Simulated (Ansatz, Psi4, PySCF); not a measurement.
C₄H₁₅NSi₃ (SMILES N[SiH2][C@]1([SiH3])CC[SiH2]C1), singlet, at a GFN2-xTB geometry. Base run: PySCF with PBE0/STO-3G.

Input for PySCF:
```python
from pyscf import gto, scf, dft

mol = gto.Mole()
mol.atom = '''
    N     2.558663   -1.104039   -0.052295
    Si    1.151756   -0.777232   -0.993753
    C     0.095763    0.481230   -0.021991
    Si    0.974781    2.175051    0.009332
    C    -0.180609    0.011733    1.411859
    C    -1.111221   -1.203347    1.385201
    Si   -2.351513   -0.791740    0.001935
    C    -1.282461    0.618056   -0.700577
    H     2.444040   -1.411896    0.899512
    H     3.300147   -1.628535   -0.485488
    H     0.351848   -1.964501   -1.353139
    H     1.661500   -0.189388   -2.235620
    H     0.121076    3.121370    0.743185
    H     2.269693    2.095435    0.684415
    H     1.145778    2.674124   -1.356598
    H     0.749592   -0.204607    1.943438
    H    -0.683938    0.815480    1.960745
    H    -1.564077   -1.365176    2.362677
    H    -0.543299   -2.103112    1.146243
    H    -3.641466   -0.321422    0.521946
    H    -2.573883   -1.903877   -0.926774
    H    -1.737674    1.579456   -0.444513
    H    -1.189139    0.603786   -1.786109
'''
mol.basis = 'sto-3g'
mol.charge = 0
mol.spin = 0
mol.verbose = 4
mol.build()

mf = dft.RKS(mol)
mf.xc = 'pbe0'
mf.kernel()
```

The same geometry, method and basis name were run in Ansatz (a quantum-chemistry and plane-wave program) and Psi4 and PySCF, at each program's defaults and at the settings that a row names. The base is PySCF at its defaults. Differences at the defaults can come from grids, fitting, cores and function types together.

```tsv
code and settings	ΔE vs base (mEh)	basis functions	E (Eh)	SCF cycles	dipole (D)
PySCF, defaults (exact integrals, its default grid, spherical functions)	0.000	67	-1071.47553	9	1.21
Psi4, defaults (density fitting with its default set, its default grid, spherical functions)	-3.313	67	-1071.47884	7	1.21
Ansatz, defaults (factorised integrals, its default grid, spherical functions)	0.002	67	-1071.47553	-	-
PySCF, density fitting with def2-universal-jkfit	-3.305	67	-1071.47883	9	1.21
PySCF, fine grid	-0.010	67	-1071.47554	9	1.21
Psi4, exact integrals, spherical functions, fine grid	-0.008	67	-1071.47554	10	1.21
Ansatz, high accuracy	-0.009	67	-1071.47554	-	-
```
